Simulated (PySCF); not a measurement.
V¹¹⁺: ionisation energy

V¹¹⁺ [Ne] 3s2 (1S) → V¹²⁺ [Ne] 3s1 (2S), as a difference of total energies. All numbers are calculated (PySCF 2.14, the spin-free X2C one-electron Hamiltonian (Gaussian nucleus), in an uncontracted even-tempered set (19 s from 0.69 bohr⁻², ratio 2.5; 11 p from 0.9 bohr⁻², ratio 2.5; 5 d from 3.8 bohr⁻², ratio 2.7; 4 f from 5.8 bohr⁻², ratio 2.7)). Correlated levels: outer shells: 1s2 frozen; virtual orbitals above 40 to 60 times the deepest correlated orbital energy dropped. The calculations carry no spin-orbit coupling.

```json
{"method": "UHF", "ionisation energy (eV)": "305.55"}
{"method": "MP2 (outer shells)", "ionisation energy (eV)": "307.62"}
{"method": "SCS-MP2 (outer shells)", "ionisation energy (eV)": "307.83"}
{"method": "CCSD (outer shells)", "ionisation energy (eV)": "308.06"}
{"method": "CCSD(T) (outer shells)", "ionisation energy (eV)": "308.11"}
```

Problem. How much does correlation contribute at CCSD(T) (outer shells)?

Solution. 308.11 − (305.55) = 2.56 eV, measured against UHF.

For comparison: 308.5 ± 0.3 eV (semi-empirical (NIST evaluation); NIST Atomic Spectra Database, ionization energies).
